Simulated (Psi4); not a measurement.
trisilylamine (H9NSi3), singlet, geometry from GFN2-xTB. Base run: HF/STO-3G (Psi4).

Input for Psi4:
```
memory 2 GB

molecule {
0 1
Si    0.28868750    1.64583193    0.48110053
N     0.02367157    0.03080070   -0.12298382
Si   -1.60649102   -0.51260279   -0.42424747
Si    1.31079720   -1.14234554   -0.02045228
H    -0.67254000    2.52656514   -0.17917269
H     0.09677589    1.68935227    1.93547175
H     1.65958549    2.02313901    0.14362745
H    -2.35105454    0.61489084   -0.98101789
H    -1.53396418   -1.61402151   -1.38196699
H    -2.23591029   -0.96736359    0.82112143
H     1.35484269   -1.74248435    1.31813396
H     1.04980862   -2.17176969   -1.02433519
H     2.56484375   -0.44628347   -0.30058594
}

set {
  basis sto-3g
}

energy('scf')
print_variables()
```

The base run was repeated with changes; each row names its change, and settings that it needs were set with it.

```csv
change,basis functions,E (Eh),dipole (D)
base,41,-915.84624,0.25
basis = 3-21G,66,-921.59435,0.19
basis = 6-31G*,90,-926.48500,0.10
basis = pcseg-1,113,-926.45757,0.10
basis = cc-pVDZ,113,-926.52579,0.00
basis = 6-31G**,117,-926.49786,0.10
basis = 6-311G**,150,-926.57699,0.07
basis = def2-SVPD,164,-926.23371,0.01
basis = 6-311++G**,175,-926.57863,0.06
basis = aug-cc-pVDZ,185,-926.53246,0.01
"basis = 6-311+G(2d,p)",186,-926.59116,0.03
basis = def2-TZVPD,247,-926.60810,0.01
basis = pcseg-2,258,-926.60037,0.02
```

Totals compare only among sets that treat the same electrons; sets with core potentials leave the core out.
